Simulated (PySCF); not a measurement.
Compounds:
1. SMILES C1C(/C=N\N(CC)C)C1, C₇H₁₄N₂
2. SMILES C1[C@@H](N[SiH3])C[C@@H]2[C@H]1C2, C₆H₁₃NSi
3. SMILES C=C/C(C)=P/CCC(F)(F)F, C₇H₁₀F₃P
4. SMILES C=NC(=C)O[SiH2]OC, C₄H₉NO₂Si
5. `c1n([Si@](OC)(N)O)ccc1`, C₅H₁₀N₂O₂Si
6. `FC(F)(F)CCP1CC=CC1`, C₇H₁₀F₃P
7. `[SiH2]1[C@H](F)[SiH2][SiH2]CC1`, C₃H₁₁FSi₃

Computed data (PySCF 2.14): geometry from GFN2-xTB, GIAO PBE0/pcSseg-1 shieldings. Fast rotation and ring inversion assumed for equivalent nuclei, no solvent model, a single conformation, non-relativistic.

δ = σ(ref) − σ, references computed at the same level: ¹H (σ = 31.72 ppm), ¹³C (σ = 186.93 ppm) vs TMS. Shifts are as computed. Against solution values, carbons near 30 ppm lie about +3 ppm off and those near 130 ppm about +5 ppm. Of 1211 compounds with measured shifts, 218 miss one by over three times the rms of a fit or turn the order of signals round; such compounds aren't used in these exercises. OH and NH positions are gas-phase values without hydrogen bonding to other molecules.

(1) Which show a ¹³C signal between 160 and 185 ppm?

(2) Which show a ¹³C signal above 185 ppm?

(3) Which show a ¹³C signal between 100 and 160 ppm?

(4) Which give exactly 5 ¹³C signals?

Results:

(1) 4 (169.7: alkene carbon bearing oxygen).

(2) 3 (211.3: carbon double-bonded to a heavier main-group atom).

(3) 1 (132.1: C=N carbon); 3 (150.4, 135.4, 117.7: alkene CH, CF3 carbon, terminal =CH2 carbon); 4 (153.7: C=N carbon); 5 (124.5, 116.5: aromatic CH next to a ring nitrogen, aromatic CH); 6 (137.0, 136.2: alkene CH, CF3 carbon).

(4) 6 (δ 137.0, 136.2, 38.1, 36.0, 25.6).
